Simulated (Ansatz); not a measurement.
Consider the redistribution: `C[O][W](=[NH])(=[NH])[O]C` + `[SiH3]O[SiH](Cl)Cl` → `C[O][W](=[NH])(=[NH])[Cl]` + `CO[SiH](Cl)O[SiH3]`.

Isolated molecules relaxed with PBE0-D4/def2-TZVP in Ansatz; ΔE leaves out vibrations. CBS: MP2 limit from def2 TZ/QZ plus the TZ coupled-cluster correction, frozen cores. DFT in def2-TZVPP. Elements past krypton have def2 core potentials. For W outer-core shells are correlated without core-valence functions, which leaves a few kJ/mol of doubt a bond. Each species was taken in one conformer, which may not be the lowest.

| level | ΔE (eV) |
| --- | --- |
| B2PLYP | -0.51 |
| HF/def2-QZVPP | -0.56 |

What does CCSD(T)/CBS give? (Estimate.)

Ansatz gave: -0.50 eV. The listed levels differ from it by -0.01, -0.06 eV.

Largest T1 diagnostic among the species: 0.019.

From PBE to PBE0 (25 % exact exchange), in def2-TZVPP and without D4, ΔE moves by −0.05 eV.
